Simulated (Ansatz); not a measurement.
A nudged elastic band was laid between two geometries of ClHOZn + H2 (6 atoms, charge 0, multiplicity 1).

These are results of Ansatz 0.2.0, RHF/def2-SVP, not measurements.

| Property | Result |
| --- | --- |
| movable images | 7 |
| climbing image | yes |
| spring | 50.0 eV/Å² |
| optimiser | quadratic models (default) |
| start path | through a guess of the saddle point |
| force threshold | 0.05 eV/Å |
| iteration limit | 60 |
| end points | relaxed |

Image 0:

```xyz
6
Properties=species:S:1:pos:R:3
Zn -0.398 -0.115 0.069
O -0.456 -0.137 1.847
H -1.225 -0.358 2.346
Cl -0.307 -0.082 -2.063
H 2.480 0.683 0.860
H 2.033 0.560 1.447
```

Image 8:

```xyz
6
Properties=species:S:1:pos:R:3
Zn 0.996 0.274 -0.211
O 0.065 0.006 1.735
H -0.847 -0.245 1.661
Cl -0.906 -0.253 -1.193
H 2.514 0.697 -0.135
H 0.303 0.072 2.648
```

Problem. Which bonds break or form, and what moves?

Solution. Bonds broken: H5–H6. Bonds formed: Zn1–H5, O2–H6. ClHOZn + H2 becomes ClH3OZn.

Problem. What energy profile does the band end with?

Solution. The run converged. The highest image is number 3 of 0 to 8, 1.10 eV above the first end and 1.88 eV above the last; the last end lies 0.78 eV below the first. Another band between the same ends (7 images) ends at a top of the same energy, where a vibrational analysis finds 2 clearly imaginary modes. The orbitals stay closed-shell, which can raise the energy where a bond breaks towards radicals; this wasn't checked here.

```tsv
image	path coordinate (Å)	energy (eV)	H5–H6 (Å)	Zn1–H5 (Å)	O2–H6 (Å)
0	0.00	0.00	0.75	3.09	2.62
1	0.54	0.05	0.75	2.61	2.15
2	1.08	0.40	0.77	2.21	1.73
3	1.62	1.10	0.99	1.89	1.26
4	2.16	-0.03	1.59	1.67	0.97
5	2.70	-0.50	2.19	1.59	0.95
6	3.24	-0.66	2.70	1.59	0.95
7	3.78	-0.74	3.16	1.58	0.95
8	4.33	-0.78	3.61	1.58	0.95
```

Problem. What is the geometry of the highest image?

Solution. 
```xyz
6
Properties=species:S:1:pos:R:3
Zn 0.310 0.080 -0.109
O -0.095 -0.049 1.754
H -0.703 -0.204 2.461
Cl -0.316 -0.082 -2.161
H 1.819 0.505 0.945
H 1.111 0.301 1.613
```

Run time: 3.3 min on 1 thread of Arm Neoverse N1 (shared host), peak memory 0.15 GiB.
